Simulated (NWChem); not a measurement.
FeHSCl, quintet; SMILES [SH][Fe][Cl]

```xyz
4

Fe     0.0101    -0.0216     0.0000
Cl     0.0107    -2.1789     0.0000
S      0.0534     2.2071     0.0000
H     -1.2986     2.2882     0.0000
```
Atoms are numbered in this order, from 1.

Program: NWChem. Spin-unrestricted. In the optimisation the excess spin sits in a' and a" (Cs, its own frame). Coordinates come from a PBE0/def2-SVP, spin-unrestricted optimisation. The spin multiplicity was typed, not searched, and may not be the lowest. No stability test was run on the SCF state. Total energies compare along this basis series because the functional is fixed.

```csv
level,basis functions,energy (Ha),highest occupied level (eV),"lowest empty minus highest occupied level, either spin (eV)",dipole (D),<S²>
B3LYP/def2-SVP,72,-2122.4014,-7.09,2.91,1.20,6.01
B3LYP/def2-SVPD,96,-2122.4268,-7.51,2.83,1.12,6.02
B3LYP/def2-TZVP,125,-2122.8799,-7.40,2.88,1.14,6.02
B3LYP/def2-TZVPP,162,-2122.8839,-7.42,2.94,1.10,6.02
```
